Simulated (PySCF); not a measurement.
# Si2PH7O4

The system: Si2PH7O4, a molecule drawn as a unit of a network glass or zeolite (built as: Si P Si, H ends, O bridges); neutral, singlet. The structure, one conformer, was relaxed in the gas phase by PBE0-D3(BJ)/def2-SVP. No frequency run checks that it is a minimum.

SMILES: O=P(O)(O[SiH3])O[SiH3]

Coordinates in Å:
```
O1     -0.442    0.529   -2.153
P2      0.067    0.831   -0.802
O3     -0.015    2.379   -0.385
O4     -0.702    0.066    0.385
Si5    -2.140   -0.826    0.246
O6      1.580    0.468   -0.480
Si7     2.263   -0.569    0.667
H8     -0.432    2.881   -1.097
H9     -1.908   -2.032   -0.593
H10    -2.480   -1.214    1.640
H11    -3.208    0.031   -0.336
H12     1.999   -0.049    2.036
H13     3.719   -0.575    0.376
H14     1.692   -1.936    0.511
```

Shieldings: GIAO PBE0/pcSseg-1. Shifts are against computed references at the same level: H TMS (σ 31.27 ppm), Si TMS (σ 352.0 ppm). Core levels by delta-SCF with SCAN, pcX-2 on the ionised atom and pcseg-1 elsewhere, spin-free X2C (2p3/2 is the spin-free 2p value less a third of a first-order spin-orbit splitting); from the vacuum level, for chosen atoms.

(1) Give the shieldings and core levels atom by atom.

(2) Which of O1, O3, O6 holds its core electrons tightest, and by how much against the loosest?

(3) By CAM-B3LYP/def2-SVPD (TDDFT singlets, Tamm-Dancoff triplets, ionisation by delta-SCF), where does absorption start, and what does vertical ionisation take?

Results:

(1) 
```json
{"atoms": "O1", "bonded to": "1 P", "σ (ppm)": "167.8", "δ (ppm)": "-", "core level (eV)": "1s 537.06"}
{"atoms": "P2", "bonded to": "4 O", "σ (ppm)": "324.5", "δ (ppm)": "-", "core level (eV)": "2p3/2 140.21"}
{"atoms": "O3", "bonded to": "1 P + 1 H", "σ (ppm)": "216.4", "δ (ppm)": "-", "core level (eV)": "1s 539.79"}
{"atoms": "O4", "bonded to": "1 P + 1 Si", "σ (ppm)": "237.3", "δ (ppm)": "-", "core level (eV)": "-"}
{"atoms": "Si5", "bonded to": "1 O + 3 H", "σ (ppm)": "380.4", "δ (ppm)": "-28.5", "core level (eV)": "-"}
{"atoms": "O6", "bonded to": "1 P + 1 Si", "σ (ppm)": "243.4", "δ (ppm)": "-", "core level (eV)": "1s 538.93"}
{"atoms": "Si7", "bonded to": "1 O + 3 H", "σ (ppm)": "381.3", "δ (ppm)": "-29.3", "core level (eV)": "2p3/2 108.11"}
{"atoms": "H8", "bonded to": "1 O", "σ (ppm)": "27.91", "δ (ppm)": "3.35", "core level (eV)": "-"}
{"atoms": "H9 H10 H11", "bonded to": "1 Si", "σ (ppm)": "26.28", "δ (ppm)": "4.98", "core level (eV)": "-"}
{"atoms": "H12 H13 H14", "bonded to": "1 Si", "σ (ppm)": "26.34", "δ (ppm)": "4.93", "core level (eV)": "-"}
```

Values are those of this one static structure, with the three H of a rotating XH3 group averaged; atoms that internal rotation interchanges would show their mean in an NMR spectrum.

(2) O3 (bonded to 1 P + 1 H), by 2.73 eV over O1 (bonded to 1 P).

(3) The lowest singlet lies at 7.64 eV (f 0.008), the strongest of the first 6 at 7.70 eV (f 0.028), the lowest triplet at 7.32 eV; vertical ionisation takes 11.15 eV.
